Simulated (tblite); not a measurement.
**Question.** Write Cartesian coordinates for `C[CH]C#CC=C1CC1` [radical] as optimised with GFN2-xTB. (Doublet state.)

**Answer.** 
```xyz
17
C8H9 angstrom
C      3.4161    0.7427   -0.2156
C      2.8672   -0.4957    0.4009
C      1.5538   -0.7285    0.5433
C      0.3434   -0.9257    0.6654
C     -1.0041   -1.1853    0.8284
C     -1.9766   -0.3601    0.4275
C     -3.4069   -0.0874    0.3231
C     -2.3747    0.8927   -0.2075
H      2.6162    1.4108   -0.5260
H      4.0299    0.4965   -1.0848
H      4.0595    1.2665    0.4948
H      3.5751   -1.2355    0.7488
H     -1.2654   -2.1217    1.3121
H     -3.9996   -0.6501   -0.3868
H     -3.9558    0.1766    1.2180
H     -2.2623    0.9938   -1.2791
H     -2.2226    1.8223    0.3253
```

Any rigid rotation of these coordinates is as good. Atoms count from 1 in this order. C5 (carbon bonded to 2 C and H) is planar (angles 123.9°, 119.4° and 116.7°, sum 360.0°, 0.00 Å off the plane of its three neighbours). C6 (carbon bonded to 3 C) is planar (angles 149.1°, 148.2° and 62.7°, sum 360.0°, 0.00 Å off the plane of its three neighbours). C2 (carbon bonded to 2 C and H) is planar (angles 123.3°, 119.2° and 117.5°, sum 360.0°, 0.00 Å off the plane of its three neighbours). The 3-membered ring C6–C7–C8 has internal angles of 58.6° to 62.7°.

Bonds between heavy atoms (Å): C1–C2 1.488, C2–C3 1.341, C3≡C4 1.232, C4–C5 1.382, C5=C6 1.337, C6–C7 1.460, C7–C8 1.519, C6–C8 1.460.

The geometry is computed with GFN2-xTB (gas phase). This method treats the open shell by occupation alone, without spin polarisation.

Point group: Cs (every atom within 0.08 Å of its image). Its GFN2-xTB frequencies are all real (lowest 58 cm⁻¹).

Time: 0.62 s wall. Hardware: one thread, Arm Neoverse V2 (aarch64), no GPU, shared host with 96 logical CPUs at a one-minute load of 49. That covers the optimisation of the geometry.
